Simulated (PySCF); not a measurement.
# Static response to an electric field

Compound: CH₇FSi₂.
Cartesian coordinates in Å at the GFN2-xTB level; atoms count from 1:
```
atom  x, y, z in Å
C1    -1.6412    0.2018    0.5658
Si2   -0.3054   -0.6412   -0.4899
Si3    1.7314    0.3797   -0.1297
F4     2.8826   -0.6651   -0.5735
H5    -1.6899    1.2699    0.3717
H6    -1.4524    0.0707    1.6277
H7    -2.6227   -0.2119    0.3558
H8    -0.3067   -2.0754   -0.1579
H9    -0.7307   -0.5545   -1.8973
H10    2.1006    0.6800    1.2528
H11    2.0397    1.5486   -0.9515
```

Level: CAM-B3LYP/def2-SVPD (PySCF), static field, nuclei fixed, core orbitals frozen in the response. The polarisability tensor in these axes (au):

```
x   76.09  4.60 -0.95
y    4.60 64.04  2.30
z   -0.95  2.30 63.01
```

Question: Diagonalise the tensor; give its mean and Δα, where Δα² is half the sum of the squared differences of the eigenvalues.

Answer: Principal values 60.25, 65.24 and 77.65 au; mean 67.71 au = 10.03 Å³ = 11.16 × 10⁻⁴⁰ C²·m²/J; Δα = 15.52 au (23 % of the mean).

Question: What is the dipole moment, and where does it point?

Answer: (-2.01, 1.05, 0.71) D, 2.38 D in size, pointing from the negative to the positive side. Measured along this direction, the outermost atoms are F4 at the negative end and H7 at the positive end.

Question: Find the Langevin capture rate constant for NH4+ (18.034 u) meeting this molecule (94.007 u), k = 2.342 × 10⁻⁹ cm³/s × √(α in Å³ / reduced mass in u).

Answer: The reduced mass is 15.13 u, so k = 1.91 × 10⁻⁹ cm³/s. The formula leaves out the permanent dipole, which adds to the capture rate.

Question: Along which axes do the principal values lie, and how far do the nuclei extend along each?

Answer: Largest value along (0.95, 0.32, -0.01), where the nuclei span 5.08 Å; middle along (-0.21, 0.64, 0.74), 3.16 Å; least along (-0.24, 0.70, -0.67), 2.50 Å. The response follows the extents in order.

Question: Sum over states: ᾱ = Σ f/ω², ω in Eh. What share falls to these 8 lowest TDDFT singlets (eV, f)? 6.37, 0.0276; 7.36, 0.0030; 7.46, 0.0481; 7.83, 0.0799; 8.01, 0.0054; 8.07, 0.0097; 8.49, 0.2768; 8.52, 0.0149.

Answer: They add up to 5.32 au, 7.9 % of the 67.71 au; the largest single term is 2.85 au, from the state at 8.49 eV. Terms in order: 0.50, 0.04, 0.64, 0.97, 0.06, 0.11, 2.85, 0.15 au. Higher excitations give the rest. The strengths listed sum to 0.465.

Geometry: GFN2-xTB, one conformer, isolated molecule.
